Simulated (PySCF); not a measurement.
Species: (F2Al-mu-PH2)2.
Bonds: Al1–F2, Al1–F3, Al1–P4, Al1–P8, P4–Al5, Al5–F6, Al5–F7, Al5–P8. Hydrogens: H9, H10 on P4; H11, H12 on P8.

Computed by this run: PySCF 2.14.0, PBE0-D3(BJ)/def2-SVP geometry optimisation, gas phase; density fitting, grid level 1; the optimiser is geomeTRIC in internal coordinates, started from a GFN2-xTB structure with every atom displaced at random (about 0.03 Å).

Step 0: E = -42671.8409 eV
```
atom  x, y, z in Å  |  force x, y, z in eV/Å
Al1     1.0858   -1.4379   -0.1732   -0.996   2.355  -1.695
F2      1.3944   -2.2343    1.1615    0.734  -1.597   2.291
F3      1.4854   -1.7210   -1.7353    0.452  -0.377  -0.761
P4      1.4500    0.9926    0.2261   -3.325  -2.894   1.532
Al5    -1.0326    1.3429    0.1495    0.794  -0.302   1.669
F6     -1.5562    1.7322    1.6980    0.061  -0.058  -0.413
F7     -1.3825    2.2089   -1.1758   -0.427   0.839  -1.155
P8     -1.3049   -0.9673   -0.2508   -0.256  -0.699   0.635
H9      2.1349    1.7077   -0.5861    2.186   2.175  -2.791
H10     2.0151    1.3335    1.4160    0.498   0.251   1.258
H11    -2.0587   -1.3526   -1.3526   -0.025   0.039  -0.786
H12    -2.1153   -1.6875    0.6738    0.305   0.268   0.217
```

Step 1: E = -42672.3896 eV
```
atom  x, y, z in Å  |  force x, y, z in eV/Å
Al1     1.0789   -1.4239   -0.1893   -0.460   0.854  -0.498
F2      1.4288   -2.2596    1.1767    0.311  -0.513   0.535
F3      1.5058   -1.7544   -1.7567    0.242  -0.177  -0.121
P4      1.3967    0.9658    0.2401   -0.263  -0.076   0.060
Al5    -1.0325    1.3587    0.1625    0.379  -0.007   0.412
F6     -1.5618    1.7506    1.6961   -0.035   0.002  -0.119
F7     -1.3962    2.2483   -1.1834   -0.166   0.227  -0.249
P8     -1.3148   -0.9812   -0.2402   -0.289  -0.380   0.002
H9      2.1611    1.7335   -0.6702    0.002  -0.079  -0.001
H10     1.9800    1.2973    1.4887   -0.007  -0.045  -0.074
H11    -2.0410   -1.3505   -1.4005    0.181   0.106  -0.057
H12    -2.0895   -1.6674    0.7272    0.105   0.088   0.107
```

Problem. Estimate the geometry and energy of step 2. (The exact step hangs on the optimiser's Hessian estimate; all steps are aligned on step 1, rigid shifts and turns removed.)

Solution. E = -42672.4399 eV, largest force 0.408 eV/Å
```
atom  x, y, z in Å  |  force x, y, z in eV/Å
Al1     1.0737   -1.4127   -0.1977   -0.254   0.287  -0.140
F2      1.4588   -2.2714    1.1683    0.144  -0.179   0.040
F3      1.5360   -1.7613   -1.7581    0.133  -0.088   0.050
P4      1.3694    0.9541    0.2430    0.012   0.129  -0.036
Al5    -1.0314    1.3730    0.1658    0.156   0.033   0.023
F6     -1.5727    1.7701    1.6898   -0.052   0.016  -0.013
F7     -1.4089    2.2696   -1.1850   -0.065   0.032   0.014
P8     -1.3225   -0.9855   -0.2333   -0.100  -0.134   0.005
H9      2.1511    1.7052   -0.6753   -0.068  -0.113   0.096
H10     1.9632    1.2716    1.4897    0.002  -0.029  -0.062
H11    -2.0209   -1.3404   -1.4122    0.066   0.029  -0.007
H12    -2.0805   -1.6550    0.7558    0.027   0.016   0.030
```

The energy changes by -0.0502 eV. The first-order estimate −F·Δx gives -0.0718 eV and the mean of the old and new forces, exact on a quadratic surface, -0.0489 eV. The step makes an angle of 62° with the force vector and moves no atom by more than 0.033 Å.

The cost below is that of the whole optimisation. Hardware: an Arm Neoverse V1 with one thread (shared host). Cost: 2.8 min of wall time, 0.59 GiB resident at most.
